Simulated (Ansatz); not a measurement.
Input for Ansatz (a first-principles code): U-PBE/def2-TZVPP on CdFI (SMILES [F][Cd][I]), a point of a bond scan (R = 3.489 Å). Elements past Kr take the def2 small-core potentials; no spin–orbit coupling.

Ansatz 0.2 input:
```yaml
crystal:
  periodic: [false, false, false]
  atoms:
    - {symbol: Cd, position_ang: [-0.00000000, -0.00000000, -1.08526849]}
    - {symbol: F, position_ang: [-0.00000000, -0.00000000, -3.03871967]}
    - {symbol: I, position_ang: [0.00000000, 0.00000000, 2.40335043]}
basis:
  gaussian:
    orbitals: def2-TZVPP
hamiltonian:
  xc: {name: PBE}
magnetization: {spin_polarized: true, initial_magnetization: 0}
```

The log:

```
WARN ansatz: RAYON_NUM_THREADS=1 ignored (pool sized by the plan → 1); use --threads N
Functional definition: PBE
integrals: 0.05 GiB planned
905 factors; their error is unknown
mean field: 0.45 GiB planned
mean field evaluation 1: about -15375.5760 eV, gradient 3.9e1 eV
mean field evaluation 2: about -15202.5736 eV, gradient 1.9e2 eV
mean field evaluation 4: about -15376.5796 eV, gradient 3.3e1 eV
mean field evaluation 8: about -15382.0471 eV, gradient 7.6e-1 eV
mean field evaluation 16: about -15382.0423 eV, gradient 3.7e-3 eV
mean field evaluation 32: about -15380.4102 eV, gradient 3.6e-1 eV
mean field evaluation 64: about -15380.8379 eV, gradient 8.0e0 eV
mean field -15382.04228113 eV, -565.2796275088 hartree, gradient 3.5e-5 eV, S^2 0.000000; 8 other end points of the search recorded, 0 dependent functions left out
reference -15382.04231702 eV, -565.2796288277 hartree; 27, 27 occupied and 110, 110 virtual orbitals, 905 factors
Total energy: -15382.04231702 eV, -565.2796288277 hartree
```

The calculation finished and met its thresholds.

Cost: very roughly 13 core-seconds.
